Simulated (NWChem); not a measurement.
System meant: SnHOF, singlet; SMILES [OH][Sn][F]

Here is an NWChem input.

```
start job
memory heap 200 mb stack 900 mb global 1100 mb
geometry units angstroms noautoz
  Sn     0.345144     0.058596     0.000000
  F     -0.918919    -1.445381     0.000000
  O     -1.089023     1.434205     0.000000
  H     -1.974191     1.043910     0.000000
end
basis spherical
  * library def2-svp
end
ecp
  Sn library def2-ecp
end
dft
  xc pbe0
  iterations 4
  mulliken
end
task dft energy
```

End of the output:

```
    Atom       Charge   Shell Charges
 -----------   ------   -------------------------------------------------------
    1 Sn  22    21.40   1.19  0.79  1.04  0.74  3.01  2.81  0.98  0.51  9.48  0.84
    2 F    9     9.36   1.98  1.03  0.82  3.20  2.32  0.00
    3 O    8     8.31   1.97  0.91  0.65  2.67  2.10  0.01
    4 H    1     0.93   0.55  0.19  0.19

 center of mass
 --------------
 x =   0.09476170 y =  -0.02341557 z =   0.00000000

 moments of inertia (a.u.)
 ------------------
         264.356787590384           0.000000000000           0.000000000000
           0.000000000000         188.834840112490           0.000000000000
           0.000000000000           0.000000000000         453.191627702874

     Multipole analysis of the density
     ---------------------------------

     L   x y z        total         alpha         beta         nuclear
     -   - - -        -----         -----         ----         -------
     0   0 0 0      0.000000    -20.000000    -20.000000     40.000000

     1   1 0 0      0.618469     10.085699     10.085699    -19.552928
     1   0 1 0      0.134679      0.887678      0.887678     -1.640678
     1   0 0 1      0.000000      0.000000      0.000000      0.000000

     2   2 0 0    -24.097966    -53.381087    -53.381087     82.664208
     2   1 1 0     -0.739074      3.313449      3.313449     -7.365972
     2   1 0 1      0.000000      0.000000      0.000000      0.000000
     2   0 2 0    -30.801905    -80.271960    -80.271960    129.742015
     2   0 1 1      0.000000      0.000000      0.000000      0.000000
     2   0 0 2    -23.253662    -11.626831    -11.626831      0.000000

 ------------------------------------------------------------------------
 dft energy failed                                                                                  0
 ------------------------------------------------------------------------
 ------------------------------------------------------------------------
  current input line :
    20: task dft energy
 ------------------------------------------------------------------------
 ------------------------------------------------------------------------
 This type of error is most commonly associated with calculations not reaching convergence criteria
 ------------------------------------------------------------------------
 For more information see the NWChem manual at https://nwchemgit.github.io

0:dft energy failed:Received an Error in Communication
```

Q: Can this run be used? If not, why, and what is the fix?

A: The run did not converge; its last values are not results. Cause: the SCF was allowed too few iterations. This input runs:
```
start job
memory heap 200 mb stack 900 mb global 1100 mb
geometry units angstroms noautoz
  Sn     0.345144     0.058596     0.000000
  F     -0.918919    -1.445381     0.000000
  O     -1.089023     1.434205     0.000000
  H     -1.974191     1.043910     0.000000
end
basis spherical
  * library def2-svp
end
ecp
  Sn library def2-ecp
end
dft
  xc pbe0
  iterations 150
  mulliken
end
task dft energy
```
It converges to -389.71563 Ha (PBE0/def2-SVP with def2 effective core potentials on Sn).
